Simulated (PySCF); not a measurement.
Basis and Hamiltonian dependence of the ionisation energy of Rb

Rb [Kr] 5s1 (2S) → Rb⁺ [Kr] (1S). All values are computed (PySCF 2.14, energy differences of UHF-based or UKS calculations, no spin-orbit coupling). Values in eV.

| basis | Hamiltonian | functions | UHF | r2SCAN | PBE0 | CCSD(T) (valence and next inner shell) |
| --- | --- | --- | --- | --- | --- | --- |
| def2-SVP with the def2 core potential (28 electrons) | ECP | 24 | 3.805 | n/a | 4.203 | n/a |
| def2-TZVP with the def2 core potential (28 electrons) | ECP | 33 | 3.805 | 4.086 | 4.204 | n/a |
| Sapporo-DKH3-DZP-2012 | spin-free X2C | 35 | 3.803 | n/a | 4.203 | n/a |
| cc-pVDZ-X2C | spin-free X2C | 36 | 3.803 | n/a | n/a | n/a |
| jorge-DZP-DKH | spin-free X2C | 36 | 3.769 | n/a | 4.196 | n/a |
| ANO-RCC-VTZP | spin-free X2C | 47 | 3.802 | 4.090 | 4.207 | 4.101 |
| x2c-SVPall | spin-free X2C | 50 | 3.806 | 4.089 | n/a | n/a |
| x2c-TZVPall | spin-free X2C | 63 | 3.798 | n/a | 4.199 | n/a |
| x2c-TZVPPall | spin-free X2C | 79 | 3.798 | 4.063 | 4.199 | 4.118 |
| x2c-TZVPPall with one added diffuse shell each of s, p, d, f type | spin-free X2C | 95 | 3.799 | 4.066 | 4.201 | 4.123 |
| aug-cc-pVQZ-X2C | spin-free X2C | 102 | 3.804 | 4.091 | 4.210 | n/a |
| x2c-QZVPPall | spin-free X2C | 111 | 3.800 | 4.081 | 4.202 | n/a |
| dyall-av2z | non-relativistic | 115 | 3.745 | 4.008 | 4.135 | n/a |
| x2c-QZVPPall with one added diffuse shell each of s, p, d, f, g type | spin-free X2C | 136 | 3.801 | 4.083 | 4.204 | n/a |

Frozen in the all-electron rows: valence: [Kr]; valence and next inner shell: [Ar] 3d10; with a core potential, the same shells as far as they lie outside it.

Non-relativistic rows lack the scalar-relativistic shift.

Reference for a calculation without spin-orbit coupling: 4.177 eV (measured, between term centres; NIST).
